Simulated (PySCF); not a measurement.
A structure optimised at PBE-D3(BJ)/def2-SVP, used in a PySCF frequency run:

```xyz
10

Te     0.0009    -0.4185     0.9077
Ge    -1.1094     1.5074    -0.4188
H     -2.4747     1.7770     0.2682
H     -0.2157     2.7715    -0.3626
H     -1.3170     1.0645    -1.8887
O      1.6173    -0.4978    -0.3502
Si     1.5586    -1.5970    -1.6369
H      1.4225    -3.0201    -1.1603
H      2.8650    -1.4282    -2.3601
H      0.4164    -1.2992    -2.5754
```
Charge 0, spin multiplicity 1.

Q: Write its SMILES and formula.

A: [SiH3]O[Te][GeH3], GeH6OSiTe

Q: What are its rotational constants (standard atomic weights)?

A: 2.1275, 1.0185, 0.72507 GHz
